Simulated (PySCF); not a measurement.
PySCF input (MN15/def2-TZVPD):

```python
from pyscf import gto, scf, dft

mol = gto.M(
    atom='''
    Bi   -0.12178988   -0.08764525    0.18832819
    F    -0.32495132    1.62226459   -0.87482024
    F     1.44812468   -0.81398062   -0.86198414
    ''',
    basis='def2-tzvpd',
    ecp='def2-tzvp',
    charge=0,
    spin=1,
    verbose=4,
)

mf = dft.UKS(mol, xc='mn15').density_fit(auxbasis='def2-universal-jkfit')
mf.grids.level = 4
mf.conv_tol = 1e-9
mf.max_cycle = 100
mf.max_memory = 1500
mf.kernel()
if not mf.converged:
    mf = mf.newton()
    mf.kernel(mf.make_rdm1())
for _ in range(2):
    mo, _, stable, _ = mf.stability(return_status=True)
    if stable:
        break
    mf.kernel(mf.make_rdm1(mo, mf.mo_occ))
mf.analyze()
```

Output:

```
ECP def2-tzvp not found for  F
PySCF version 2.14.0

[INPUT] verbose = 4
[INPUT] num. atoms = 3
[INPUT] num. electrons = 41
[INPUT] charge = 0
[INPUT] spin (= nelec alpha-beta = 2S) = 1
[INPUT] symmetry False subgroup None
[INPUT] Mole.unit = angstrom
[INPUT] Symbol           X                Y                Z      unit          X                Y                Z       unit  Magmom
[INPUT]  1 Bi    -0.121789880000  -0.087645250000   0.188328190000 AA   -0.230149517944  -0.165625518619   0.355888700635 Bohr   0.0
[INPUT]  2 F     -0.324951320000   1.622264590000  -0.874820240000 AA   -0.614068998616   3.065635776680  -1.653170661826 Bohr   0.0
[INPUT]  3 F      1.448124680000  -0.813980620000  -0.861984140000 AA    2.736559039423  -1.538200442504  -1.628913948319 Bohr   0.0

nuclear repulsion = 122.482271082341
number of shells = 46
number of NR pGTOs = 207
number of NR cGTOs = 136
basis = def2-tzvpd
ecp = def2-tzvp

******** <class 'pyscf.df.df_jk.DFUKS'> ********
method = DFUKS
initial guess = minao
damping factor = 0
level_shift factor = 0
DIIS = <class 'pyscf.scf.diis.CDIIS'>
diis_start_cycle = 1
diis_space = 8
diis_damp = 0
SCF conv_tol = 1e-09
SCF conv_tol_grad = None
SCF max_cycles = 100
direct_scf = False
number electrons alpha = 21  beta = 20
XC library pyscf.dft.libxc version 7.1.2
    S. Lehtola, C. Steigemann, M. J. T. Oliveira, and M. A. L. Marques,  SoftwareX 7, 1–5 (2018)
XC functionals = mn15
    H. S. Yu, X. He, S. L. Li, and D. G. Truhlar,  Chem. Sci. 7, 5032–5051 (2016)
    H. S. Yu, X. He, S. L. Li, and D. G. Truhlar,  Chem. Sci. 7, 5032–5051 (2016)
radial grids:
    Treutler-Ahlrichs [JCP 102, 346 (1995); DOI:10.1063/1.469408] (M4) radial grids

becke partition: Becke, JCP 88, 2547 (1988); DOI:10.1063/1.454033
pruning grids: <function nwchem_prune>
grids dens level: 4
symmetrized grids: False
atomic radii adjust function: <function treutler_atomic_radii_adjust>
small_rho_cutoff = 0
Set gradient conv threshold to 3.16228e-05
tot grids = 91592
******** <class 'pyscf.df.df.DF'> ********
auxbasis = def2-universal-jkfit
init E= -379.465819459819
  alpha nocc = 21  HOMO = -0.714607102309362  LUMO = -0.614847916249458
  beta  nocc = 20  HOMO = -0.880039085513407  LUMO = -0.714607102309373

WARN: HOMO -0.714607102309362 >= LUMO -0.714607102309373

[...]
  beta  nocc = 20  HOMO = -0.410176308946959  LUMO = -0.0974317899923953
  HOMO = -0.254415629747  LUMO = -0.0974317899924  gap/eV = 4.27175
Extra cycle  E= -413.868313950327  delta_E= 1.32e-10  |g|= 2.71e-05  |ddm|= 2.13e-05
converged SCF energy = -413.868313950327  <S^2> = 0.75242414  2S+1 = 2.0024227
uhf_internal: lowest eigs of H = [0.18435798 0.19827962 0.38544866]
<class 'pyscf.df.df_jk.DFUKS'> wavefunction is stable in the internal stability analysis
**** SCF Summaries ****
Total Energy =                        -413.868313950327433
Nuclear Repulsion Energy =             122.482271082340603
One-electron Energy =                 -896.542121921008743
Two-electron Energy =                  360.191536888340750
Two-electron Coulomb Energy =          397.666267037973171
DFT Exchange-Correlation Energy =      -37.474730149632414
HOMO-LUMO gap [eV] =                     4.271747862462078
**** MO energy ****
                             alpha | beta                alpha | beta
MO #1   energy= -24.2393587390468  | -24.2380140247796  occ= 1 | 1
MO #2   energy= -24.2393200189682  | -24.2379750780928  occ= 1 | 1
MO #3   energy= -5.90832740637507  | -5.90936937766326  occ= 1 | 1
MO #4   energy= -3.69402401313853  | -3.69347605047155  occ= 1 | 1
MO #5   energy= -3.69296795134046  | -3.69239950803921  occ= 1 | 1
MO #6   energy= -3.68817360873049  | -3.68655215533522  occ= 1 | 1
MO #7   energy= -1.20100314285695  | -1.19941279073907  occ= 1 | 1
MO #8   energy= -1.18586717266593  | -1.18321184484053  occ= 1 | 1
MO #9   energy= -1.14068578402204  | -1.13939935836912  occ= 1 | 1
MO #10  energy= -1.13881529163806  | -1.13175456056364  occ= 1 | 1
MO #11  energy= -1.13806696285418  | -1.13085133835296  occ= 1 | 1
MO #12  energy= -1.11819617939612  | -1.10857720284608  occ= 1 | 1
MO #13  energy= -1.09253724184999  | -1.0910262561308   occ= 1 | 1
MO #14  energy= -0.690115034254209 | -0.664077337516993 occ= 1 | 1
MO #15  energy= -0.474395186898904 | -0.472832683770187 occ= 1 | 1
MO #16  energy= -0.458905876321884 | -0.456408196288347 occ= 1 | 1
MO #17  energy= -0.458743229287769 | -0.446757441343581 occ= 1 | 1
MO #18  energy= -0.441981535325975 | -0.431812331609083 occ= 1 | 1
MO #19  energy= -0.430883047573692 | -0.429641924643291 occ= 1 | 1
MO #20  energy= -0.41644152888409  | -0.410176308946959 occ= 1 | 1
MO #21  energy= -0.254415629746916 | -0.0974317899923953 occ= 1 | 0
MO #22  energy= -0.0520934429734801 | -0.0413134189227566 occ= 0 | 0
MO #23  energy= -0.0461902689923368 | -0.0340423189063952 occ= 0 | 0
MO #24  energy= 0.0359580637288488 | 0.0639542570381266 occ= 0 | 0
MO #25  energy= 0.101009554570952  | 0.133311798591801  occ= 0 | 0
MO #26  energy= 0.111600940058901  | 0.137984895653157  occ= 0 | 0
MO #27  energy= 0.11395487680956   | 0.139152577793913  occ= 0 | 0
MO #28  energy= 0.133255323918388  | 0.141290529930254  occ= 0 | 0
MO #29  energy= 0.137461346185656  | 0.146677034815287  occ= 0 | 0
MO #30  energy= 0.147799747880203  | 0.154227084563648  occ= 0 | 0
MO #31  energy= 0.151083765755161  | 0.157180568904709  occ= 0 | 0
MO #32  energy= 0.154797489595138  | 0.170373833949803  occ= 0 | 0
MO #33  energy= 0.207914023403676  | 0.207928526808303  occ= 0 | 0
MO #34  energy= 0.225375268161798  | 0.225311709147292  occ= 0 | 0
MO #35  energy= 0.228177926281678  | 0.230889552978595  occ= 0 | 0
MO #36  energy= 0.236008799845123  | 0.270604131572781  occ= 0 | 0
MO #37  energy= 0.260158591224801  | 0.271953497396309  occ= 0 | 0
MO #38  energy= 0.260762136895796  | 0.272651830403616  occ= 0 | 0
MO #39  energy= 0.314541124983261  | 0.316379226349895  occ= 0 | 0
MO #40  energy= 0.352596634562229  | 0.368823786586302  occ= 0 | 0
MO #41  energy= 0.356227447879323  | 0.373592171863304  occ= 0 | 0
MO #42  energy= 0.3601054004911    | 0.379847273089709  occ= 0 | 0
MO #43  energy= 0.380573849424886  | 0.3838921488127    occ= 0 | 0
MO #44  energy= 0.38386677620993   | 0.38525682675232   occ= 0 | 0
MO #45  energy= 0.43151051314182   | 0.438002741660067  occ= 0 | 0
MO #46  energy= 0.447243265759729  | 0.453539936020945  occ= 0 | 0
MO #47  energy= 0.470784043196031  | 0.477946702310043  occ= 0 | 0
MO #48  energy= 0.501166857911553  | 0.507941500794956  occ= 0 | 0
MO #49  energy= 0.530504592302144  | 0.534078148358443  occ= 0 | 0
MO #50  energy= 0.581232701143715  | 0.596840578236552  occ= 0 | 0
MO #51  energy= 0.581402663887671  | 0.613420031031448  occ= 0 | 0
MO #52  energy= 0.630602996489788  | 0.627315299726679  occ= 0 | 0
MO #53  energy= 0.670898357446307  | 0.669804582505203  occ= 0 | 0
MO #54  energy= 0.672896165173173  | 0.677043873231596  occ= 0 | 0
MO #55  energy= 0.708934649502891  | 0.712662731814538  occ= 0 | 0
MO #56  energy= 0.724739213250041  | 0.730914198454284  occ= 0 | 0
MO #57  energy= 0.730001227329493  | 0.742441110103798  occ= 0 | 0
MO #58  energy= 0.748305258273903  | 0.755778635113911  occ= 0 | 0
MO #59  energy= 0.752955124876724  | 0.76496933519949   occ= 0 | 0
MO #60  energy= 0.756624431131324  | 0.769059977628391  occ= 0 | 0
MO #61  energy= 0.759041008956505  | 0.779403714299095  occ= 0 | 0
MO #62  energy= 0.775526239926701  | 0.792755348967491  occ= 0 | 0
MO #63  energy= 0.798337523703461  | 0.804519693432621  occ= 0 | 0
MO #64  energy= 0.844811801053385  | 0.876561763944366  occ= 0 | 0
MO #65  energy= 0.99795915800503   | 1.00539523726733   occ= 0 | 0
MO #66  energy= 1.02313248697552   | 1.03679454481946   occ= 0 | 0
MO #67  energy= 1.0339841362948    | 1.04063780080169   occ= 0 | 0
MO #68  energy= 1.04223794851936   | 1.06445960297613   occ= 0 | 0
MO #69  energy= 1.05500294827296   | 1.06922288452824   occ= 0 | 0
MO #70  energy= 1.06074950653662   | 1.07482376873677   occ= 0 | 0
MO #71  energy= 1.14433933551403   | 1.1470367194298    occ= 0 | 0
MO #72  energy= 1.15042949225227   | 1.1637839083654    occ= 0 | 0
MO #73  energy= 1.2076423362421    | 1.23126991032904   occ= 0 | 0
MO #74  energy= 1.21895446410682   | 1.23584234371878   occ= 0 | 0
MO #75  energy= 1.22337168986094   | 1.25829745631524   occ= 0 | 0
MO #76  energy= 1.22835047269211   | 1.26020680930742   occ= 0 | 0
MO #77  energy= 1.24965132466423   | 1.26467547988936   occ= 0 | 0
MO #78  energy= 1.44805155431169   | 1.46425800557627   occ= 0 | 0
MO #79  energy= 1.54970556948806   | 1.5529356209133    occ= 0 | 0
MO #80  energy= 2.03493411794495   | 2.05388557275277   occ= 0 | 0
MO #81  energy= 2.09470992497646   | 2.11306225978595   occ= 0 | 0
MO #82  energy= 2.09853288156677   | 2.12103331161704   occ= 0 | 0
MO #83  energy= 2.10475817536822   | 2.13687756259254   occ= 0 | 0
MO #84  energy= 2.13325782662492   | 2.14910693846497   occ= 0 | 0
MO #85  energy= 2.19379829640291   | 2.20518863818171   occ= 0 | 0
MO #86  energy= 2.21729641345792   | 2.22761970670502   occ= 0 | 0
MO #87  energy= 2.2713351827066    | 2.27128131571442   occ= 0 | 0
MO #88  energy= 2.31269525071964   | 2.31274304504047   occ= 0 | 0
MO #89  energy= 2.32218138554549   | 2.32181467741532   occ= 0 | 0
MO #90  energy= 2.32760787246905   | 2.32737902930269   occ= 0 | 0
MO #91  energy= 2.33246053685032   | 2.33915859137352   occ= 0 | 0
MO #92  energy= 2.39025732690667   | 2.40094785556681   occ= 0 | 0
MO #93  energy= 2.411125679509     | 2.41527394648071   occ= 0 | 0
MO #94  energy= 2.44401915033513   | 2.44557368091025   occ= 0 | 0
MO #95  energy= 2.48333351374195   | 2.49120611171057   occ= 0 | 0
MO #96  energy= 2.73755412563422   | 2.74660940929005   occ= 0 | 0
MO #97  energy= 3.23764715541994   | 3.24776796353941   occ= 0 | 0
MO #98  energy= 3.33135513118651   | 3.33629362190838   occ= 0 | 0
MO #99  energy= 3.33174154409626   | 3.33636207684961   occ= 0 | 0
MO #100 energy= 3.33574339035748   | 3.3364697117611    occ= 0 | 0
MO #101 energy= 3.39022331956034   | 3.3896162418466    occ= 0 | 0
MO #102 energy= 3.59949919021091   | 3.60035019670422   occ= 0 | 0
MO #103 energy= 3.67618566501008   | 3.6772299863263    occ= 0 | 0
MO #104 energy= 4.18087655541976   | 4.1814418016229    occ= 0 | 0
[...]
```

It need not be the lowest isomer of its formula.
